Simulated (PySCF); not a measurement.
# Spin–spin coupling constants

Geometry (Å), atoms numbered from 1 in this order:
```xyz
13

Ge    0.043    0.068    0.633
H     0.052    0.039    2.172
C     1.832   -0.106   -0.102
H     2.459    0.739    0.221
H     1.790   -0.114   -1.201
H     2.298   -1.041    0.240
C    -0.913    1.612   -0.055
H    -1.953    1.605    0.300
H    -0.915    1.596   -1.155
H    -0.431    2.541    0.284
N    -0.903   -1.417    0.127
C    -1.409   -2.333   -0.450
O    -1.920   -3.240   -0.991
```

Indirect spin–spin couplings were computed at PBE/pcJ-1 (pcSseg-1 on Ge) (spin–dipole term only in couplings to heteroatoms) (PySCF) on a PBE0-D3(BJ)/def2-SVP structure, for the isolated molecule, without vibrational or relativistic corrections. Couplings are averaged over pairs made equivalent by symmetry, fast rotation or ring inversion, so a value needn't be that of the named pair in this geometry, while other rotamers aren't included; one pair stands for each set, and the list holds those of at least 0.8 Hz over up to four bonds, among pairs with at least one H or C or N atom (others weren't computed).

Isotopes: 13C, 1H, 15N, 17O. Couplings to quadrupolar nuclei such as 17O and 33S are rarely resolved in practice.

```tsv
pair	bonds	J (Hz)
C3, H4	1	?
N11, C12	1	-53.3
C12, O13	1	?
H2, C3	2	12.2
H2, N11	2	-9.2
C3, C7	2	3.7
C3, N11	2	?
H4, H5	2	-11.9
H2, H4	3	1.8
H2, C12	3	4.8
C3, H8	3	1.6
H4, N11	3	?
```

Estimate the withheld couplings, with signs.

Answers


- 1J(C3,H4) = 125.3 Hz (bond length 1.100 Å)
- 1J(C12,O13) = 24.5 Hz (bond length 1.173 Å)
- 2J(C3,N11) = -1.4 Hz (angle at Ge1 107°)
- 3J(H4,N11) = -1.7 Hz (mean over equivalent pairs that range from -5.2 to 0.1 Hz in this conformer)

Relativistic effects of the heavier atoms present are left out.
